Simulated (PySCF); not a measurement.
# Potential energy of SiTe along the bond

Set-up: basis Si def2-TZVPP, Te def2-TZVPP with ECP28; scalar-relativistic core potentials; PySCF 2.14. Energies in eV from Si + Te in their ground configurations at the same level. State: ¹Σ⁺ (singlet), closed shell.

Curves on a restricted Hartree–Fock reference rise too fast on stretching and do not dissociate correctly.

```csv
R (Å),LDA,r²SCAN,RHF,RHF-CCSD(T)
1.956,-4.230,-3.077,-0.865,
2.047,-5.078,-3.967,-1.750,-3.793
2.139,-5.543,-4.461,-2.221,-4.307
2.207,-5.708,-4.640,-2.373,-4.497
2.275,-5.754,-4.696,-2.394,-4.563
2.343,-5.709,-4.656,-2.314,-4.533
2.434,-5.545,-4.494,-2.091,-4.384
2.548,-5.229,-4.173,-1.683,-4.083
2.684,-4.755,-3.688,-1.086,-3.629
2.866,-4.060,-2.972,-0.222,
```

Put a parabola through the three lowest points of the LDA curve and estimate Re, k and ωe (reduced mass 23.02 u; 1 eV/Å² = 0.16022 mdyn/Å; ωe = 1302.8·√(k/μ) cm⁻¹).

Through R = 2.207, 2.275, 2.343 Å the second-order coefficient is 9.84 eV/Å², so Re ≈ 2.275 Å, k ≈ 3.15 mdyn/Å and ωe ≈ 482 cm⁻¹. A polynomial fit of higher order to the unrounded LDA energies gives Re = 2.272 Å, k = 3.14 mdyn/Å, ωe = 481 cm⁻¹; anharmonicity and rounding make the difference.

The higher-order fit for each curve: LDA: Re = 2.272 Å, ωe = 481 cm⁻¹, De = 5.75 eV; r²SCAN: Re = 2.278 Å, ωe = 487 cm⁻¹, De = 4.70 eV; RHF: Re = 2.253 Å, ωe = 527 cm⁻¹, De = 2.40 eV; RHF-CCSD(T): Re = 2.285 Å, ωe = 481 cm⁻¹, De = 4.56 eV.

Correlated steps freeze 9 core orbitals. These are scalar-relativistic numbers at best; spin–orbit coupling would shift them, the dissociation energy most. Where the molecule has an RHF reference, its open-shell atoms are computed with UHF.
